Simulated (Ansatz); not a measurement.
Ansatz results at the PBE0-D4/def2-TZVP geometry: size of the dipole moment (PBE/def2-TZVPP) 4.01 D; LUMO energy (ωB97M-V/def2-TZVPP) 0.86 eV; HOMO energy (B3LYP/def2-TZVPP) -8.11 eV.

(1) Which molecule gave them?
A. `[CH3][Sn]([F])([F])[SiH3]`
B. `C=[CH][SnH2][F]`
C. `[CH3][Sn]([OH])([OH])[F]`
D. `[CH3][SnH]([F])[Br]`

Results:

(1) A. The others give `C=[CH][SnH2][F]`: 2.96, 0.78, -8.24; `[CH3][SnH]([F])[Br]`: 3.40, 0.85, -8.09; `[CH3][Sn]([OH])([OH])[F]`: 1.57, 0.85, -8.53.

B3LYP here is the variant with VWN-RPA as its local correlation; programs differ in this.
